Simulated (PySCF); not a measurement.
Species: C₇H₁₂SSi.
Numbering: `[CH2:1]=[CH:2][CH:3]([CH:4]=[CH2:5])/[CH:6]=[CH:7]\[S:8][SiH3:9]` (hydrogens: H10, H11 on C1; H12 on C2; H13 on C3; H14 on C4; H15, H16 on C5; H17 on C6; H18 on C7; H19, H20, H21 on Si9)

Cartesian coordinates in Å at the PBE0-D3(BJ)/def2-SVP level; atoms count from 1:
```
atom  x, y, z in Å
C1    -1.0510    0.1700   -2.4251
C2    -1.2518   -0.4909   -1.2858
C3    -0.8696    0.0158    0.0758
C4    -2.0504    0.2169    0.9984
C5    -3.3359    0.1108    0.6618
C6     0.1132   -0.9287    0.7146
C7     1.2959   -0.5995    1.2468
S8     1.8951    1.0668    1.3727
Si9    3.9001    0.7346    0.6721
H10   -0.5872    1.1615   -2.4348
H11   -1.3417   -0.2543   -3.3898
H12   -1.7189   -1.4840   -1.3126
H13   -0.3629    0.9920   -0.0364
H14   -1.7815    0.4758    2.0295
H15   -3.6457   -0.1344   -0.3582
H16   -4.1258    0.2829    1.3971
H17   -0.1831   -1.9835    0.7595
H18    1.9315   -1.3710    1.6945
H19    4.6380    2.0041    0.9285
H20    3.9367    0.4051   -0.7832
H21    4.5158   -0.3920    1.4369
```

The closed-shell ground state was solved at several levels (PySCF, density fitting, gas phase, non-relativistic).

```json
{"level": "wB97X-D/def2-SVPD", "basis functions": "287", "HOMO (eV)": "-8.50", "LUMO (eV)": "1.08", "gap (eV)": "9.58", "dipole (D)": "1.13"}
{"level": "B3LYP/pcSseg-1", "basis functions": "227", "HOMO (eV)": "-6.50", "LUMO (eV)": "-0.78", "gap (eV)": "5.72", "dipole (D)": "1.17"}
```

(1) What might PBE0/pcSseg-1 (227 basis functions) give for the same quantities?

(2) Over all these levels, which gives the widest orbital gap and which the narrowest?

(3) How far do the dipole and the HOMO energy spread over the levels?

Answers

(1) HOMO -6.74 eV, LUMO -0.61 eV, gap 6.13 eV, dipole 1.24 D.

(2) wB97X-D/def2-SVPD (range-separated hybrid) has the widest, 9.58 eV, and B3LYP/pcSseg-1 (global hybrid, 20 % exact exchange) the narrowest, 5.72 eV. Functional and basis both differ between the two, so the spread mixes both effects.

(3) The dipole runs from 1.13 to 1.24 D (mean 1.18 D) and the HOMO from -8.50 to -6.50 eV.

One conformer stands for the species.
